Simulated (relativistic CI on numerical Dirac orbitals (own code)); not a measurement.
## Electric-dipole lines of Si IX

Method of calculation: Dirac-Coulomb-Breit CI, orbitals from a KLI potential per configuration, model QED (radiative potential, 1s self-energy scaled to tabulated hydrogen-like ionisation energies), valence Slater integrals scaled by 0.9, P86 correlation estimate, and configurations built on the next ion tied to the tabulated ionisation energy (semi-empirical) (own radial code, finite nucleus).

Configuration list (outside the closed core 1s2): 2s²2p², 2s²2p3s, 2s²2p3p, 2s²2p3d, 2s²2p4s, 2s2p³, 2p⁴, 2p³3s, 2p³3p, 2p³3d, 2s2p²3s, 2s2p²3p, 2s2p²3d, 2s²2p4p, 2s²2p4d, 2s²2p4f, 2s²3s², 2s²3s3p, 2s2p²4s, 2s2p²4p, 2s²3p², 2s²3s3d, 2s2p²4d, 2s2p²4f. Levels of other configurations are missing.

| λ vac (nm) | Lower | Upper | A (s⁻¹) | log gf | S velocity/length |
| --- | --- | --- | --- | --- | --- |
| 4.4175 | 2s²2p² ³P0 [1] | 2s²2p4d ³D°1 [191] | 2.99e+11 | -0.58 | 0.98 |
| 4.4186 | 2s²2p² ³P2 [3] | 2s²2p4d ³P°2 [194] | 2.67e+11 | -0.41 | 0.96 |
| 4.4188 | 2s²2p² ³P1 [2] | 2s²2p4d ³D°2 [192] | 2.35e+11 | -0.46 | 0.97 |
| 4.4216 | 2s²2p² ³P2 [3] | 2s²2p4d ³D°3 [193] | 3.83e+11 | -0.11 | 0.99 |
| 4.4881 | 2s²2p² ¹D2 [4] | 2s²2p4d ¹F°3 [200] | 5.94e+11 | 0.10 | 1.00 |
| 5.5515 | 2s²2p² ³P1 [2] | 2s²2p3d ³P°0 [47] | 6.12e+11 | -0.55 | 0.96 |
| 5.5535 | 2s²2p² ³P1 [2] | 2s²2p3d ³P°1 [46] | 3.23e+11 | -0.35 | 0.97 |
| 5.5654 | 2s²2p² ³P2 [3] | 2s²2p3d ³P°1 [46] | 2.82e+11 | -0.41 | 0.96 |
| 5.5688 | 2s²2p² ³P2 [3] | 2s²2p3d ³P°2 [45] | 6.91e+11 | 0.21 | 0.97 |
| 5.5700 | 2s²2p² ³P0 [1] | 2s²2p3d ³D°1 [41] | 7.62e+11 | 0.03 | 0.99 |
| 5.5754 | 2s²2p² ³P1 [2] | 2s²2p3d ³D°2 [43] | 9.35e+11 | 0.34 | 0.99 |
| 5.5780 | 2s²2p² ³P1 [2] | 2s²2p3d ³D°1 [41] | 2.84e+11 | -0.40 | 1.01 |
| 5.5798 | 2s²2p² ³P2 [3] | 2s²2p3d ³D°3 [44] | 1.07e+12 | 0.54 | 1.00 |
| 5.6350 | 2s²2p² ¹D2 [4] | 2s²2p3d ¹F°3 [49] | 1.36e+12 | 0.65 | 1.02 |
| 5.7753 | 2s²2p² ¹D2 [4] | 2s²2p3d ¹D°2 [37] | 2.95e+11 | -0.13 | 0.94 |
| 5.8021 | 2s²2p² ¹S0 [5] | 2s²2p3d ¹P°1 [48] | 8.15e+11 | 0.09 | 0.96 |
| 17.636 | 2s²2p3p ³D2 [27] | 2s²2p4d ³F°3 [188] | 4.13e+10 | 0.13 | 0.99 |
| 17.641 | 2s²2p3p ³D3 [28] | 2s²2p4d ³F°4 [190] | 4.47e+10 | 0.27 | 0.99 |
| 18.313 | 2s²2p3p ¹D2 [33] | 2s²2p4d ¹F°3 [200] | 4.46e+10 | 0.20 | 0.93 |
| 19.853 | 2s²2p3d ¹D°2 [37] | 2s²2p4f ¹F3 [206] | 4.92e+10 | 0.31 | 0.94 |
| 19.949 | 2s²2p3d ³F°2 [35] | 2s²2p4f ³G3 [198] | 9.36e+10 | 0.59 | 0.95 |
| 19.950 | 2s²2p3d ³F°4 [38] | 2s²2p4f ³G5 [204] | 1.12e+11 | 0.87 | 0.95 |
| 20.079 | 2s²2p3d ³F°3 [36] | 2s²2p4f ³G4 [199] | 6.86e+10 | 0.57 | 0.94 |
| 20.539 | 2s²2p3d ³D°3 [44] | 2s²2p4f ³F4 [203] | 7.19e+10 | 0.61 | 0.93 |
| 20.573 | 2s²2p3d ³P°2 [45] | 2s²2p4f ³D3 [207] | 6.83e+10 | 0.48 | 0.90 |
| 20.609 | 2s²2p3d ³P°1 [46] | 2s²2p4f ³D2 [208] | 6.14e+10 | 0.29 | 0.90 |
| 20.612 | 2s²2p3d ³D°1 [41] | 2s²2p4f ³F2 [201] | 9.09e+10 | 0.46 | 0.92 |
| 20.640 | 2s²2p3d ³D°2 [43] | 2s²2p4f ³F3 [202] | 6.32e+10 | 0.45 | 0.91 |
| 21.431 | 2s²2p3d ¹P°1 [48] | 2s²2p4f ¹D2 [210] | 8.75e+10 | 0.48 | 0.88 |
| 21.720 | 2s²2p3d ¹F°3 [49] | 2s²2p4f ¹G4 [205] | 8.13e+10 | 0.71 | 0.93 |

Terms are leading LS components. Brackets give the number of a level in order of energy, since labels repeat. The list gives strong lines, with weight on those to low levels, without configurations that were not tied to measured data, among the lowest 300 of 462 levels, so that lines to higher ones, which can be the strongest, are missing. Levels whose partners in the same complex of configurations lie outside the list can be far off, and so can their lines. Rates are taken at the computed energies, electric ones in the length gauge. A velocity-to-length ratio far from 1 marks an uncertain rate.

Configurations that consist of the next ion and one excited electron were tied to the tabulated ionisation energy; Rydberg ones are usually within 1,000 to 3,000 cm⁻¹ and the lowest ones within about 6,000 (9,000 in d shells), while levels on excited terms of the next ion carry the error of that term, and the other configurations can be misplaced by 10,000 cm⁻¹ or more. Rates follow the energies as ν³ (E1, M1) or ν⁵ (E2), so rates, branching and lifetimes can be off by large factors.

(1) From the table, what is the radiative lifetime of 2s²2p4d ¹F°3?

Answers

(1) The listed rates from this level add up to about 6.38e+11 s⁻¹, 99 % of its decay; with all channels τ = 1.56e-12 s.
